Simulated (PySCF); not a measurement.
Level of theory: CAM-B3LYP-D3(BJ)/def2-TZVP (PySCF). All species are isolated molecules in the gas phase. Excitations are Tamm–Dancoff values on a coarser integration grid. The basis has no diffuse functions, so Rydberg states are missing or too high.

Reference species (SMILES): `IB(I)I` (neutral, multiplicity 1).

S1 oscillator strength: 0.000
LUMO: -1.44 eV
S1–T1 gap (TDA): 0.14 eV
brightest of the four lowest singlets (TDA): 4.89 eV

Changed species: `ClB(Cl)I` (1 of 3 Cl replaced by I; the reference has 3 of 3 Cl replaced by I).

Task: What does the change do to the S1 oscillator strength, LUMO, S1–T1 gap (TDA) and brightest of the four lowest singlets (TDA)?

Result: the S1 oscillator strength hardly moves; the LUMO goes up by 0.60 eV, to -0.84 eV; the S1–T1 gap (TDA) stays essentially unchanged; the brightest of the four lowest singlets (TDA) rises by 0.72 eV, to 5.61 eV.
